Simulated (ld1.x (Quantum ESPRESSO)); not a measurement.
## What one change does to a pseudopotential (Os, PAW)

ld1.x (Quantum ESPRESSO) 7.5 input, shortened:

```
&input
   title='Os', zed=76., rel=1, dft='PW91', iswitch=3,
   config='[Xe] 4f14 5d6 6s2 6p0'
 /
 &inputp
   pseudotype=3, lpaw=.true., tm=.true., lloc=-2, rcloc=1.35,
   nlcc=.true., rcore=1.20,
   which_augfun='BESSEL', rmatch_augfun=1.05
 /
6
5S  1  0   2.00   0.00  1.35  1.45  0.0
6S  2  0   2.00   0.00  1.35  1.45  0.0
5P  2  1   6.00   0.00  2.20  2.35  0.0
6P  3  1   0.00   0.00  2.20  2.35  0.0
5D  3  2   6.00   0.00  1.45  1.95  0.0
5D  3  2   0.00  -0.05  1.45  1.95  0.0
 &test
   configts(1)='5s2 5p6 5d6 6s2 6p0'
 /
```

Change: local potential all-electron potential smoothed inside 2.26 bohr (lloc = -2).

Cutoffs: the cutoffs (Ry, on a coarse ladder) from which the occupation-weighted sum of valence levels, in a spherical-Bessel basis at the reference potential, stays within 10 and 1 mRy of its value at 400 Ry; they do not see the model core or the augmentation charge, which bear on the density cutoff. Errors are all-electron minus pseudo energies relative to the spin-unpolarised reference configuration.

What does the change do?

The potential gets neither clearly harder nor softer (30 Ry and 50 Ry → 30 Ry and 50 Ry); of the 7 tests that both files solve, the error grows in 4 and shrinks in 0 by more than 15 % and 0.3 meV (median size 7.5 → 9.5 meV); the range in which the d phases agree widens (upper end 2.9 → at the end of the scan); neither file shows a bound ghost. The local part now departs from the all-electron potential out to 2.26 bohr, far beyond the s radius of 1.45 bohr, and whatever the projectors do not describe feels it: the likely cause.

```tsv
quantity	base	changed
cutoff, loose	30 Ry	30 Ry
cutoff, tight	50 Ry	50 Ry
bound ghosts	none	none
error for 5s2 5p6 5d6 6s1 6p0, meV [ΔE 9.65 eV]	-3.3	-3.6
error for 5s2 5p6 5d6 6s0 6p0, meV [ΔE 26.64 eV]	-9.0	-9.5
error for 5s2 5p6 5d5 6s0 6p0, meV [ΔE 55.57 eV]	-19	-20
error for 5s1 5p6 5d6 6s2 6p0, meV [ΔE 98.33 eV]	-169	-229
error for 5s2 5p6 5d7 6s0 6p0, meV [ΔE 9.12 eV]	-7.5	-10
error for 5s2 5p6 5d6 6s0 6p1, meV [ΔE 15.82 eV]	-3.0	-5.4
error for 5s2 5p6 5d7 6s1 6p0, meV [ΔE 0.32 eV]	-4.1	-5.6
s: phases at 2.56 bohr within 0.05 rad from the reference energy up to (Ry; the scan ends near 5)	n/a	n/a
p: phases at 2.56 bohr within 0.05 rad from the reference energy up to (Ry; the scan ends near 5)	4.3	to the end of the scan
d: phases at 2.56 bohr within 0.05 rad from the reference energy up to (Ry; the scan ends near 5)	2.9	to the end of the scan
lowest overlap eigenvalue by channel	s 0.26, p 0.70, d 0.96	s 0.29, p 0.77, d 0.89
```
